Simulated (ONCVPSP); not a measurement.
# Fe: excitation energies, all-electron against ONCV

iron (Fe), optimised norm-conserving Vanderbilt (ONCV), made with ONCVPSP 4.0.1 (PBE, scalar-relativistic). Core [Ne], reference 3s2 3p6 3d6 4s1 4p1. Waves: 3s+4s: rc 1.20 bohr, ncon 4, nbas 7, qcut 11.4 1/bohr, 2 projectors; 3p+4p: rc 1.70 bohr, ncon 4, nbas 8, qcut 8.4 1/bohr, 2 projectors; 3d: rc 1.80 bohr, ncon 4, nbas 9, qcut 9.7 1/bohr, 2 projectors, debl 2.2 Ha. Local part: polynomial inside 1.10 bohr (lpopt 2, dvloc0 0 Ha). Core correction: none.

Energies are relative to the spin-unpolarised reference configuration 3s2 3p6 3d6 4s1 4p1; without spin polarisation the order of configurations can differ from experiment.

Question: Give the all-electron excitation energy and the error of the potential for: 3s2 3p6 3d6 4s2 4p0; 3s2 3p6 3d6 4s1 4p0; 3s2 3p6 3d6 4s0 4p0; 3s2 3p6 3d5 4s2 4p1.

Answer:

```json
{"valence configuration": "3s2 3p6 3d6 4s2 4p0", "charge": "0", "ΔE all-electron (eV)": "-4.105", "error AE − PS (meV)": "+0.8"}
{"valence configuration": "3s2 3p6 3d6 4s1 4p0", "charge": "+1", "ΔE all-electron (eV)": "4.624", "error AE − PS (meV)": "-0.1"}
{"valence configuration": "3s2 3p6 3d6 4s0 4p0", "charge": "+2", "ΔE all-electron (eV)": "20.827", "error AE − PS (meV)": "+2.7"}
{"valence configuration": "3s2 3p6 3d5 4s2 4p1", "charge": "0", "ΔE all-electron (eV)": "4.642", "error AE − PS (meV)": "+118"}
```

Levels in the configuration 3s2 3p6 3d6 4s1 4p0:

```tsv
level	all-electron (eV)	pseudo (eV)
3s	-102.544	-102.550
3p	-68.582	-68.587
3d	-15.956	-15.965
4s	-12.329	-12.327
```
